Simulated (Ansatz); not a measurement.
Molecule: sum formula SiN3H5Br, net charge 0, doublet state. It need not be the lowest isomer of its formula. 
Structure (B3LYP-D3(BJ)/def2-TZVP (Ansatz, a program for electronic structure) minimum search):
```xyz
10

Si    -0.1120    -0.0854    -0.8626
Br     0.2123     0.1258     1.3706
N      1.4758    -0.5194    -1.4190
N     -0.8366     1.3764    -1.3359
N     -1.1108    -1.3574    -1.3654
H      2.1664     0.2234    -1.2968
H     -1.2560     1.4858    -2.2447
H     -0.6674     2.2483    -0.8640
H     -0.7150    -2.2718    -1.5146
H     -2.0901    -1.3902    -1.1348
```
Charge 0, spin multiplicity 2.

Basis-set convergence of Hartree-Fock and CCSD correlation energies (hartree) with Ansatz. Cores are frozen in the correlated levels unless marked. UHF or UKS for open shells. No spin-orbit coupling. The frozen core is the preceding noble-gas configuration, with the filled d and f shells of earlier blocks. No relativistic terms.

```csv
basis,functions,E(HF),"E(corr, CCSD)"
def2-SVP,117,-3027.17427,-0.72934
def2-TZVPP,253,(withheld),(withheld)
```

Question: Fill in the missing entries.

Answer: 
- def2-TZVPP, E(HF): -3027.81018
- def2-TZVPP, E(corr, CCSD): -0.91746
